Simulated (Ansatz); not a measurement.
`[CH3][In]([CH3])[OH]` → `[CH3]`• + `[CH3][In][OH]`•  (homolysis of the C–In bond)

Isolated molecules relaxed with PBE0-D4/def2-TZVP in Ansatz; ΔE leaves out vibrations. CCSD(T)/CBS adds triple-zeta CCSD(T) − MP2 to the extrapolated MP2 energy (def2 sets, frozen cores). This one scheme is used for every species. Functionals use def2-TZVPP. B3LYP here is the variant with VWN-RPA as its local correlation; programs differ in this. HSE06 is defined as in plane-wave codes. Open shells (•) are unrestricted, without spin–orbit coupling. Elements past krypton have def2 core potentials. For In outer-core shells are correlated without core-valence functions, which leaves a few kJ/mol of doubt a bond. One conformer a species, not always the lowest.

Question: What is ΔE at CCSD(T)/CBS? (Best estimate.)

Answer: Computed: +2.92 eV.

Question: What do these levels give: B3LYP-D4, HSE06-D4, CAM-B3LYP-D4, ωB97M-V, SCS-MP2/def2-TZVPP, HF/def2-QZVPP? (Best estimate.)

Answer: Computed: B3LYP-D4 2.55, HSE06-D4 2.71, CAM-B3LYP-D4 2.69, ωB97M-V 2.87, SCS-MP2/def2-TZVPP 2.93, HF/def2-QZVPP 1.66 eV.

Largest T1 diagnostic among the species: 0.019.

From BLYP to BHLYP (50 % exact exchange), in def2-TZVPP and without D4, ΔE moves by +0.11 eV. At CCSD(T), def2-SVP lies −0.24 eV from the extrapolated value and def2-TZVPP −0.09 eV: correlation converges slowly with the basis, and small sets miss more of it in the bonded molecule than in its fragments.
